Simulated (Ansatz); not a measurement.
Ideal-gas functions of `O[SiH]1[S][Al]1[Cl]` at 600 K and 1 bar, from an Ansatz frequency run at PBE0-D4/def2-TZVP.

Molar mass 140.6 g/mol, point group C1 (symmetry number 1), electronic degeneracy 1, moments of inertia 118.714, 512.621, 595.491 u Å². Harmonic wavenumbers (cm⁻¹, unscaled): 91, 116, 186, 223, 300, 311, 387, 502, 657, 670, 781, 885, 924, 2248, 3911.

Use S(trans) = R[1.5 ln M + 2.5 ln T − 1.1517]; rotational temperatures θ = 24.2544 K / I; S(rot) = R[ln(√π/σ · √(T³/θAθBθC)) + 1.5]; for each mode x = 1.438777 ν̃/T, S = R[x/(eˣ − 1) − ln(1 − e⁻ˣ)] and H = RT x/(eˣ − 1); 1 cm⁻¹ = 0.0119627 kJ/mol; R = 8.31446 J/(mol·K).

Question: By hand: the entropy, in J/(mol·K).

Answer: Translation 185.1. Rotation: θ = 0.2043, 0.0473, 0.0407 K, giving 129.6. Vibration, mode by mode: 20.99, 18.98, 15.10, 13.62, 11.23, 10.94, 9.23, 7.26, 5.34, 5.21, 4.22, 3.46, 3.22, 0.24, 0.01, in all 129.0. Electronic 0.0. Sum 443.7 J/(mol·K).

Question: By hand: H − E and G − E in kJ/mol, counted from the electronic energy.

Answer: Zero-point energy ½ × 12192 × 0.0119627 = 72.9; thermal vibration 37.6; translation, rotation and pV give 4 RT = 20.0. H − E = 130.5 kJ/mol, and G − E = 130.5 − 600 × 443.7/1000 = -135.7 kJ/mol.

Vibration gives 29 % of the entropy, 40.0 J/(mol·K) of it from the modes under 150 cm⁻¹: soft modes count most, and the harmonic formula is weakest for them. The sum counts one conformer and one mirror image; others add a mixing term.
